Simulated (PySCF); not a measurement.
A GIAO shielding run with PySCF 2.14 (density fitting, non-relativistic, gas phase) on `CS[SiH2][SiH2]C#N`, C$_{2}$H$_{7}$NSSi$_{2}$:

```
$ OMP_NUM_THREADS=1 python probes_run.py task.json out

{"job": {"kind": "nmr", "xc": "PBE0", "basis": "pcSseg-1"}, "charge": 0, "multiplicity": 1}
C     -2.926125     0.240171    -0.259269
S     -1.537378    -0.660656    -1.002856
Si     0.103210     0.257080     0.045578
Si     2.016313    -0.753329    -0.762992
C      3.397309     0.051475     0.199718
N      4.225251     0.563477     0.804707
H     -2.829639     1.300357    -0.473526
H     -2.939698     0.068714     0.812891
H     -3.832185    -0.150588    -0.710666
H     -0.175479     0.062499     1.471712
H     -0.015676     1.696212    -0.207202
H      2.163256    -2.186042    -0.491939
H      2.346453    -0.488884    -2.166378
```

Hardware: 1 thread of an Intel Xeon, shared host. The job also computes population analyses, field gradients.

(1) How large is the calculation?

(2) How long does it take, and how much memory does it need?

Answers

(1) 70 electrons, 158 basis functions and 887 auxiliary functions.

(2) 54 s of wall time, with 14 SCF cycles and 5 response iterations; peak memory 0.73 GiB. Times on a shared host scatter by some tens of per cent.
